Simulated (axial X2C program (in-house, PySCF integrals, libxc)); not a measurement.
**Ω levels of OPrO⁻ from open-shell CI on f(δφ)2 f(π)0**

Calculated with an in-house all-electron X2C program for linear molecules (integrals from PySCF): two-component X2C with atomic mean-field Coulomb and Gaunt terms, basis O dyall-v2z, Pr dyall-v2z (cores contracted in-house). Orbitals come from Hartree–Fock averaged over the configuration Pr f(δφ)2 f(π)0; CI then distributes these electrons over the f(δφ), f(π) shells of Pr.

O–Pr–O held linear, both bonds 2.032 Å (near the minimum of the configuration average).

Active spinors (ω > 0):

```tsv
shell	ω	ε (eV)	character
f(δφ)	3/2	11.17	100% Pr f
f(δφ)	5/2	11.32	100% Pr f
f(δφ)	5/2	11.75	100% Pr f
f(δφ)	7/2	11.78	100% Pr f
f(π)	1/2	16.61	85% Pr f, 10% O p, 6% Pr p
f(π)	3/2	16.66	93% Pr f
```

Lowest levels of this model:

```json
{"Ω": "4", "energy (cm⁻¹)": "0", "g∥": "6.49", "configuration": "100% f(δφ)2"}
{"Ω": "5", "energy (cm⁻¹)": "861", "g∥": "10.23", "configuration": "100% f(δφ)2"}
{"Ω": "6", "energy (cm⁻¹)": "2440", "g∥": "14.00", "configuration": "100% f(δφ)2"}
{"Ω": "0", "energy (cm⁻¹)": "3494", "g∥": "0.00", "configuration": "100% f(δφ)2"}
{"Ω": "1", "energy (cm⁻¹)": "5228", "g∥": "3.18", "configuration": "100% f(δφ)2"}
{"Ω": "1", "energy (cm⁻¹)": "9523", "g∥": "2.09", "configuration": "100% f(δφ)2"}
{"Ω": "0", "energy (cm⁻¹)": "9697", "g∥": "0.00", "configuration": "100% f(δφ)2"}
{"Ω": "2", "energy (cm⁻¹)": "10269", "g∥": "5.57", "configuration": "100% f(δφ)2"}
{"Ω": "0", "energy (cm⁻¹)": "11014", "g∥": "0.00", "configuration": "100% f(δφ)2"}
{"Ω": "0", "energy (cm⁻¹)": "13829", "g∥": "0.00", "configuration": "100% f(δφ)2"}
{"Ω": "1", "energy (cm⁻¹)": "15880", "g∥": "2.09", "configuration": "100% f(δφ)2"}
{"Ω": "4", "energy (cm⁻¹)": "18059", "g∥": "8.38", "configuration": "100% f(δφ)2"}
{"Ω": "6", "energy (cm⁻¹)": "21959", "g∥": "12.00", "configuration": "100% f(δφ)2"}
{"Ω": "5", "energy (cm⁻¹)": "22328", "g∥": "10.24", "configuration": "100% f(δφ)2"}
{"Ω": "0", "energy (cm⁻¹)": "22726", "g∥": "0.00", "configuration": "100% f(δφ)2"}
{"Ω": "1", "energy (cm⁻¹)": "24125", "g∥": "3.77", "configuration": "100% f(δφ)2"}
```

g∥ is the magnitude of 2⟨Lz + ge Sz⟩ for the +Ω component.

Question: From Ω and g∥ of the lowest level, whose 2⟨Lz + ge Sz⟩ is positive, find ⟨Sz⟩ and ⟨Lz⟩ (ge = 2.0023).

Answer: Ω = ⟨Lz⟩ + ⟨Sz⟩ = 4 and ⟨Lz⟩ + ge⟨Sz⟩ = 3.245, so ⟨Sz⟩ = -0.75 and ⟨Lz⟩ = 4.75.

Occupations of the active spinors in the lowest level by ω, shell by shell in order of energy: -7/2: 0.00; -5/2: 0.00 0.00; -3/2: 0.00 0.00; -1/2: 0.00; 1/2: 0.00; 3/2: 1.00 0.00; 5/2: 0.40 0.60; 7/2: 0.00. The leading determinant has weight 0.60 among 5.

This point took 1.4 s on 1 thread of Arm Neoverse V1 (shared host).

Dynamic correlation is missing, so gaps between terms are too wide and other configurations may lie lower; the lowest level listed is that of this model, not necessarily the ground state. At most 6 roots were kept for each Ω > 0 (twice that for Ω = 0) within 3.5 eV of the lowest, so higher up levels can be missing between those listed; levels with Ω > 0 are doubly degenerate and listed once, Ω = 0 levels singly. States that fill the shells left empty in the average are placed too high. For an anion, levels above electron detachment are held by the basis set. The molecule was held linear; bending was not examined.
